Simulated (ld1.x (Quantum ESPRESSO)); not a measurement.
## u(r) = r·R(r): atom against pseudo-atom (phosphorus)

Columns: radius, all-electron u(r) and pseudo u(r) of the 2s shell (level -173.14 eV) of phosphorus in the configuration [He] 2s2 2p6 3s2 3p3; LDA (PZ), scalar-relativistic, TM scheme, ld1.x (Quantum ESPRESSO) 7.5.

| r (bohr) | all-electron | pseudo |
| --- | --- | --- |
| 0.047 | 0.6657 | -0.1464 |
| 0.095 | 0.4623 | -0.3076 |
| 0.142 | -0.0023 | -0.4879 |
| 0.190 | -0.4869 | -0.7012 |
| 0.237 | -0.8753 | -0.9306 |
| 0.285 | -1.1588 | -1.1557 |
| 0.332 | -1.3318 | -1.3250 |
| 0.380 | -1.4199 | -1.4188 |
| 0.427 | -1.4394 | -1.4394 |
| 0.475 | -1.4101 | -1.4101 |
| 0.522 | -1.3481 | -1.3481 |
| 0.570 | -1.2633 | -1.2633 |
| 0.617 | -1.1683 | -1.1683 |
| 0.665 | -1.0659 | -1.0659 |
| 0.712 | -0.9651 | -0.9651 |
| 0.760 | -0.8651 | -0.8651 |
| 0.807 | -0.7721 | -0.7721 |
| 0.855 | -0.6836 | -0.6836 |
| 0.902 | -0.6040 | -0.6040 |
| 0.950 | -0.5300 | -0.5300 |
| 0.997 | -0.4647 | -0.4647 |
| 1.045 | -0.4050 | -0.4050 |
| 1.092 | -0.3531 | -0.3531 |
| 1.140 | -0.3062 | -0.3062 |
| 1.187 | -0.2657 | -0.2657 |
| 1.235 | -0.2295 | -0.2295 |

(1) How many radial nodes do the two functions have?

(2) At about which radius was the pseudo-wave matched?

(3) Where does each function peak?

(4) Is the pseudo-wave norm-conserving?

Results:

(1) The all-electron 2s function has n − l − 1 = 1; the pseudo-wave has 0, since the states of the same l below it are removed with the core.

(2) 0.45 bohr, where the columns begin to agree (steps of 0.05 bohr).

(3) Outermost all-electron maximum near 0.43 bohr, pseudo maximum near 0.43 bohr (to the table’s step).

(4) Yes: the TM scheme keeps the norm inside the radius equal to the all-electron one, which fixes the energy derivative of the logarithmic derivative at the level.
